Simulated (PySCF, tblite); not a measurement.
Isomers of C5H4Cl2O2S2. Computed with GFN2-xTB (tblite): harmonic, unscaled wavenumbers at the GFN2-xTB geometry, gas phase. The method is semi-empirical: single wavenumbers can be off by several per cent or more. One conformer each.

Electronic energies: PBE0/pcSseg-1 single points on the GFN2-xTB geometries (PySCF, gas phase).

| SMILES | electronic energy, lowest = 0 (kcal/mol) |
| --- | --- |
| Cc1cc(S(=O)(=O)Cl)sc1Cl | 2.4 |
| Cc1sc(S(=O)(=O)Cl)cc1Cl | 0.0 |
| Cc1cc(Cl)sc1S(=O)(=O)Cl | 2.8 |

Problem. How do GFN2-xTB zero-point energies change the relative energies?

Solution. 
| SMILES | ZPE (kcal/mol) | of it from modes above 1550 cm⁻¹ | electronic (kcal/mol) | with ZPE, lowest = 0 (kcal/mol) | lowest mode (cm⁻¹) | rings |
| --- | --- | --- | --- | --- | --- | --- |
| Cc1sc(S(=O)(=O)Cl)cc1Cl | 52.3 | 17.5 | 0.0 | 0.0 | 10 | 1 |
| Cc1cc(S(=O)(=O)Cl)sc1Cl | 52.4 | 19.7 | 2.4 | 2.5 | 21 | 1 |
| Cc1cc(Cl)sc1S(=O)(=O)Cl | 52.6 | 19.8 | 2.8 | 3.0 | 28 | 1 |

The zero-point energies span 0.3 kcal/mol, from `Cc1sc(S(=O)(=O)Cl)cc1Cl` to `Cc1cc(Cl)sc1S(=O)(=O)Cl`. The order is unchanged.

Problem. And how do the electronic energies of GFN2-xTB itself compare?

Solution. `Cc1sc(S(=O)(=O)Cl)cc1Cl` 0.6; `Cc1cc(S(=O)(=O)Cl)sc1Cl` 2.4; `Cc1cc(Cl)sc1S(=O)(=O)Cl` 0.0 kcal/mol, lowest = 0. Against the energies above, taken from the same isomer `Cc1sc(S(=O)(=O)Cl)cc1Cl`, the largest difference is 3.4 kcal/mol.
